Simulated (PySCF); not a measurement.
Calculation: PySCF 2.14.0 with PBE-D3(BJ)/def2-TZVP // r2SCAN-D4/def2-TZVP. Gas-phase values, no solvent. Excitations are Tamm–Dancoff values on a coarser integration grid. The basis has no diffuse functions, so Rydberg states are missing or too high.

Reference species (SMILES): `[F][Ge]([F])([F])[F]` (neutral, multiplicity 1).

```json
{
 "LUMO": "-2.92 eV",
 "HOMO": "-10.48 eV",
 "S1 excitation (TDA)": "7.72 eV"
}
```

After one change: the LUMO increases by 0.52 eV; the HOMO goes up by 1.69 eV; the S1 excitation (TDA) decreases by 1.09 eV.

Question: What was changed between the two runs? The new species is one of these.
(A) `[OH][Ge]([OH])([F])[F]` (H–O–Ge–F torsion -85°, F–Ge–O–H torsion 30°)
(B) `[OH][Ge]([OH])([OH])[F]`
(C) `[OH][Ge]([F])([F])[F]`
(D) `[OH][Ge]([OH])([OH])[OH]`

Answer: C, `[OH][Ge]([F])([F])[F]`
